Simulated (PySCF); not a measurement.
```xyz
5
charge 0 multiplicity 1, angstrom
Se    0.0000    0.0000    0.0000
H     1.5206    0.0000    0.0000
H     0.0000    1.5206    0.0000
H    -1.5206    0.0000    0.0000
H     0.0000   -1.5206    0.0000
```

All numbers come from PBE0/[Se def2-TZVP, H def2-TZVP], no relativity, density fitting, PySCF.

This geometry of SeH₄ is a stationary point at this level.

Task: What is the point group?

Result: D4h.

Task: Is it a minimum?

Result: No: it has 1 imaginary mode, at 688i cm⁻¹ (a2u).

Task: Which band is strongest in the infrared?

Result: 2008 cm⁻¹ (eu), 452 km/mol.

Task: What are the dipole moment and the gap between the highest occupied and lowest empty levels?

Result: 0.00 D and 5.15 eV.

Task: Give the atomic charges and bond orders.

Result: 
```csv
atom,Mulliken,Löwdin,polar tensor,Mayer order to Se1
Se1,-0.23,-0.04,0.70,–
"H2,3,4,5",0.06,0.01,-0.18,0.78
```

This need not be the most stable arrangement of these atoms. At this level a singlet minimum of C4v symmetry lies 31 kJ/mol below this structure.
